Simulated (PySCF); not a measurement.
B(Me)(OH)(SeH) (CH5BOSe), SMILES OB([SeH])C. Coordinates come from a PBE-D3(BJ)/def2-SVP optimisation. The structure was generated by enumeration, and PubChem lists no compound with its InChIKey, so it may never have been made. Other conformers were not sampled.

Computed equilibrium geometry at PBE-D3(BJ)/def2-SVP (PySCF confirms it by a frequency run) as a Z-matrix, and its point group (one conformer of several):
point group Cs.
```
B
O 1 1.3690
H 2 0.9750 1 112.03
C 1 1.5813 2 123.61 3 0.00
H 4 1.1069 1 114.03 2 180.00
H 4 1.1122 5 107.52 1 -122.80
H 4 1.1122 5 107.52 6 -114.40
Se 1 1.9637 2 117.25 3 180.00
H 8 1.4849 1 94.86 2 0.00
```
Charge 0, spin multiplicity 1.
